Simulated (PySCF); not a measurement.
**How methods differ on the ionisation energy of Pt⁺**

Pt⁺ [Xe] 4f14 5d9 (2D) → Pt²⁺ [Xe] 4f14 5d8 (3F), as a difference of total energies. Calculation: PySCF 2.14, in aug-cc-pVDZ-PP with ECP60MDF (5s5p4d2f, 54 functions); scalar relativity through the core potential. Correlated levels: valence: 5s2 5p6 frozen. The calculations carry no spin-orbit coupling.

```tsv
method	ionisation energy (eV)
UHF	16.877
PBE	19.116
MN15	19.275
MP2 (valence)	18.523
SCS-MP2 (valence)	18.414
```

Problem. How much does correlation contribute at MP2 (valence)?

Solution. 18.523 − (16.877) = 1.646 eV, measured against UHF.

The reference lies between the lowest fine-structure levels, while these numbers refer to the centres of the terms.

Errors of the correlated levels include the incompleteness of this basis and the frozen core.

For comparison: 18.56 ± 0.12 eV (measured; NIST Atomic Spectra Database, ionization energies).
